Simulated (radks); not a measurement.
All-electron atom: Si V in [Ne]. All-electron calculation, Dirac Kohn-Sham, HCTH/407, spin-unpolarised, spherical densities, finite nucleus; Fermi nuclear charge, rms radius 3.1224 fm. Program: a radial shooting solver on a logarithmic mesh with Libxc functionals.

Radial electron density D(r) = 4 pi r^2 rho(r):

```
   r/bohr * D(r) (the largest magnitude, 15.8, reaches the edge; | marks zero)
 0.004378 |*
 0.004858 | *
 0.005348 | *
 0.005934 | *
 0.006531 |  *
 0.007247 |  *
 0.007978 |   *
 0.008852 |    *
 0.009744 |     *
  0.01081 |      *
   0.0119 |       *
  0.01321 |        *
  0.01454 |          *
  0.01613 |            *
  0.01775 |              *
   0.0197 |                *
  0.02169 |                   *
  0.02406 |                      *
  0.02649 |                         *
  0.02939 |                             *
  0.03235 |                                *
   0.0359 |                                    *
  0.03951 |                                       *
  0.04384 |                                           *
  0.04826 |                                              *
  0.05355 |                                                 *
  0.05895 |                                                   *
  0.06541 |                                                     *
    0.072 |                                                      *
  0.07989 |                                                      *
  0.08794 |                                                     *
  0.09758 |                                                   *
   0.1074 |                                                *
   0.1192 |                                             *
   0.1312 |                                         *
   0.1456 |                                      *
   0.1602 |                                   *
   0.1778 |                                 *
   0.1957 |                                 *
   0.2172 |                                 *
    0.239 |                                   *
   0.2652 |                                      *
    0.292 |                                         *
    0.324 |                                             *
   0.3566 |                                               *
   0.3957 |                                                *
   0.4356 |                                                *
   0.4833 |                                              *
    0.532 |                                          *
   0.5903 |                                     *
   0.6498 |                               *
    0.721 |                        *
   0.7936 |                  *
   0.8806 |            *
   0.9694 |        *
    1.076 |    *
    1.184 |  *
    1.314 | *
    1.446 |*
    1.605 *
    1.766 *
     1.96 *
```

D(r) has 2 maxima, at r = 0.0749, 0.405 bohr, and minima at 0.196 bohr, inside which lie 2.20 electrons.
